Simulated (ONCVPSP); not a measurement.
**iridium (Ir): one change to an ONCV potential, before and after**

ONCVPSP 4.0.1 input, shortened (lines: element, Z, core and valence counts, functional; n l f; lmax; l rc ep ncon nbas qcut; lloc lpopt rc5 dvloc0; l nproj debl; icmod fcfact rcfact), PBE, non-relativistic:

```
  Ir 77.00   10    4        4      upf
    1    0    2.00
    2    0    2.00
    2    1    6.00
    3    0    2.00
    3    1    6.00
    3    2   10.00
    4    0    2.00
    4    1    6.00
    4    2   10.00
    4    3   14.00
    5    0    2.00
    5    1    6.00
    5    2    7.00
    6    0    2.00
    2
    0    1.50    0.00    3    7    6.90
    1    1.90    0.00    4    9    7.90
    2    2.15    0.00    3    7    6.90
    4    5    1.25    3.00
    0    2    3.80
    1    2    3.90
    2    2    2.20
    3    3.75    1.25
```

All-electron outer shells of the reference configuration (PBE, non-relativistic, ld1.x):

| shell | level (eV) | outermost node (bohr) | outermost maximum (bohr) |
| --- | --- | --- | --- |
| 5s | -78.98 | 0.55 | 0.98 |
| 4f | -74.14 | – | 0.39 |
| 5p | -51.06 | 0.56 | 1.04 |
| 5d | -8.93 | 0.59 | 1.28 |
| 6s | -5.08 | 1.29 | 2.70 |

Change: s: qcut 7.9.

Cutoffs: the cutoffs (Ha) at which the residual kinetic energy of the hardest occupied pseudo-wave falls to 1 and 0.1 mHa per electron; they do not see the model core or the augmentation charge, which bear on the density cutoff. Errors are all-electron minus pseudo energies relative to the spin-unpolarised reference configuration.

Question: Predict the effect on cutoff, ghosts and configuration errors.

Answer: The potential gets harder (20 Ha and 24 Ha → 23 Ha and 27 Ha); of the 4 tests that both files solve, the error grows in 1 and shrinks in 0 by more than 15 % and 0.3 meV (median size 1.7 → 2.0 meV); neither file shows a bound ghost. The waves are optimised to have the least kinetic energy above qcut, so the cutoff follows it (qcut²/2 in Ha).

```tsv
quantity	base	changed
cutoff, loose	20 Ha	23 Ha
cutoff, tight	24 Ha	27 Ha
loose cutoff by channel	s 20 Ha, p 12 Ha, d 16 Ha	s 23 Ha, p 12 Ha, d 16 Ha
bound ghosts	none	none
GHOST(+) flags under 300 eV	s at 193.9 eV	s at 217.4 eV
error for 5s2 5p6 5d7 6s1, meV [ΔE 8.25 eV]	-0.1	+0.1
error for 5s2 5p6 5d7 6s0, meV [ΔE 23.34 eV]	-0.7	+0.5
error for 5s2 5p6 5d6 6s0, meV [ΔE 54.73 eV]	+2.6	+3.5
error for 5s2 5p6 5d6 6s2, meV [ΔE 14.08 eV]	+3.2	+3.5
s: phases at 1.52 bohr within 0.05 rad from the reference energy up to (Ha; the scan ends near 5)	to the end of the scan	to the end of the scan
p: phases at 1.93 bohr within 0.05 rad from the reference energy up to (Ha; the scan ends near 5)	to the end of the scan	to the end of the scan
d: phases at 2.18 bohr within 0.05 rad from the reference energy up to (Ha; the scan ends near 5)	to the end of the scan	to the end of the scan
rms error of d²Exc/dni dnj with the model core, mHa	0.49	0.75
```
